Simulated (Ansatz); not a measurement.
This geometry of ClGeH3 + FH + H2O (10 atoms, charge 0, multiplicity 1) is a first-order saddle point.

Theory: RKS PBE0/def2-SVP in Ansatz.

```xyz
10
Properties=species:S:1:pos:R:3
Ge -0.774 0.707 -0.806
Cl -0.763 -1.996 -0.158
H -0.768 0.059 -2.183
H -1.972 0.633 0.133
H -0.439 2.221 -1.000
H 1.066 -0.308 0.823
O 0.908 0.482 0.109
H 0.346 -1.786 1.040
F 1.102 -1.326 1.632
H 1.294 1.315 0.409
```

Which two structures does it join? (They come from a converged band through this point; their orientation in space is the band's.)

Bonds broken: Ge1–Cl2, H6–O7, H8–F9. Bonds formed: Ge1–O7, Cl2–H8, H6–F9. ClGeH3 + FH + H2O becomes ClH + FH + GeH4O.

Initial state:

```xyz
10
Properties=species:S:1:pos:R:3
Ge -1.045 0.412 -1.092
Cl 0.109 -1.473 -1.169
H -2.148 0.142 -2.133
H -1.637 0.536 0.308
H -0.131 1.542 -1.556
H 0.913 0.229 1.494
O 1.007 0.999 0.911
H 0.445 -1.704 0.898
F 0.604 -1.562 1.813
H 1.882 0.879 0.526
```

Final state:

```xyz
10
Properties=species:S:1:pos:R:3
Ge -0.749 0.997 -0.735
Cl -0.193 -2.629 -0.380
H -0.511 0.304 -2.081
H -1.820 0.337 0.130
H -0.994 2.505 -0.917
H 0.842 -0.231 1.329
O 0.766 0.843 0.267
H 0.262 -2.057 0.716
F 0.813 -1.009 1.906
H 1.583 0.942 -0.235
```

How far does it lie above each of them?

65.4 kJ/mol above the first and 41.5 kJ/mol above the second. This is the barrier of this one path; another mechanism may lie lower. The orbitals stay closed-shell, which can raise the energy where a bond breaks towards radicals; this wasn't checked here.

The run took 6.7 min on 2 threads of Arm Neoverse V2, on a shared host, peak memory 0.26 GiB.
